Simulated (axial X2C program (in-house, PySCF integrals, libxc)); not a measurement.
# Se₂: properties at the nuclei

Computed with an in-house all-electron X2C program for linear molecules (integrals from PySCF): two-component X2C with atomic mean-field Coulomb and Gaunt terms, Gaussian nuclei, basis Se dyall-cv3z with contracted cores.

R = 2.165 Å (near the PBE0 minimum at charge 0 of the determinant lowest at the starting distance; the state shown can have its own minimum elsewhere).

Determinant lowest in the PBE0 search, Ω = 1 (⟨Sz⟩ = 1.00, ⟨Lz⟩ = 0.00 at PBE0), spin on the atoms Se 0.50, Se 0.50:

```
    level  A∥/gI Se (MHz)  qzz Se (a.u.)
     PBE0            -324           2.56
       HF            -178           2.35
BHandHLYP            -264           2.58
    TPSSh            -322           2.65
    PBE50            -285           2.53
```

Determinant 0.36 eV from it at PBE0 and this distance, Ω = 0 (closed shell), highest spinor 94% Se p, 5% Se d:

| level | qzz Se (a.u.) |
| --- | --- |
| PBE0 | 2.68 |
| HF | 2.42 |
| BHandHLYP | 2.66 |
| TPSSh | 2.76 |
| PBE50 | 2.63 |

A∥ (defined per Ω) follows by multiplying with gI = μI/(I μN); qzz is the electric field gradient, eQq0 = 234.96 MHz × Q/barn × qzz. The operators were transformed with the bare-nucleus X2C matrices; with these basis sets, hyperfine constants and field gradients can be off by tens of per cent, and where levels differ in sign neither size nor sign is settled.

Problem. With gI(77Se) = 1.0701 (g factors from the IAEA table of nuclear moments by Stone), turn the PBE0 values of the first state into constants in MHz.

Solution. A∥(77Se) = -324 × 1.0701 = -347 MHz.

Each state is one determinant with collinear spin, which with several unpaired electrons need not be a pure state. Unrestricted Hartree–Fock can overshoot spin polarisation at the nuclei. A closed determinant beside an open π² or δ² triplet, such as (π1/2)², mixes with its partner pair into the 0⁺ component of the triplet and ¹Σ⁺, so its energy is not that of a level, and 0⁺ can lie lowest. With several open shells hyperfine constants can be off by a factor of several. Open-shell Ω = 0 determinants with evenly filled partner blocks cannot be reached by this program, so the Ω shown need not be the lowest component. States lie within half an eV, so the first need not be the ground state. Further determinants of the search, some of them spin-mixed, are not shown. PBE0 term energies can be off by some tenths of an eV.
